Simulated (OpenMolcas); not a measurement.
Mn3+ (d4) among equal point charges was computed by CASSCF with the d shell active (OpenMolcas, ANO-RCC-VDZP on the metal). Its lowest spin-free states, and all those of the highest spin:

```
2S+1  Degeneracy  E (cm-1)
   5           2       0.0
   5           1      3085
   5           2      8186
   3           1     21784
   3           2     22628
   3           2     22791
   3           1     24377
   3           1     24413
   3           2     24784
   3           2     25904
   3           2     27131
   3           2     27609
```

**Question.** Is the site octahedral, tetrahedral or cube-like, axial, or of lower symmetry?

**Answer.** The states with 2S+1 = 5 have orbital degeneracies 2, 1, 2. There are pairs but no triples, so the site is axial: not cubic, but with a proper or improper axis of order three or more. The run had Mn3+ among 6 point charges of -2 e arranged as a trigonal prism (D3h), 1.78 Å from the ion.

An orbital doublet at a regular site is open to a Jahn-Teller distortion, which this geometry leaves out. Without dynamic correlation the repulsion within the d shell is too large (B by tens of per cent), so at a given field states of lower spin stand too high. This is an electrostatic model: the charges have no orbitals. No measured value stands beside these numbers.
